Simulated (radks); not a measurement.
Charge is removed step by step from the 3d down level of Co, starting from [Ar] 3d(up 5, down 2) 4s2. Method: non-relativistic Kohn-Sham, PBE, spin-polarised, spherical densities, point nucleus; computed with a radial shooting solver on a logarithmic mesh with Libxc functionals.

removed (e)	E - E(0) (eV)	eigenvalue (eV)	E minus straight line (eV)
0	0.000	-6.833	0.000
0.125	0.948	-8.347	-0.728
0.25	2.089	-9.925	-1.262
0.375	3.432	-11.564	-1.596
0.5	4.983	-13.260	-1.721
0.625	6.749	-15.011	-1.630
0.75	8.738	-16.814	-1.317
0.875	10.955	-18.668	-0.776
1	13.407	-20.572	0.000

Removing the whole electron costs 13.407 eV by Delta-SCF, against 6.833 eV from minus the eigenvalue at the starting occupation. Slater's transition state (half an electron removed) gives 13.260 eV. Integrating minus the eigenvalue over the occupation (Janak's theorem) gives 13.407 eV. The mean slope of the eigenvalue, de/dn, is 13.7 eV per electron.
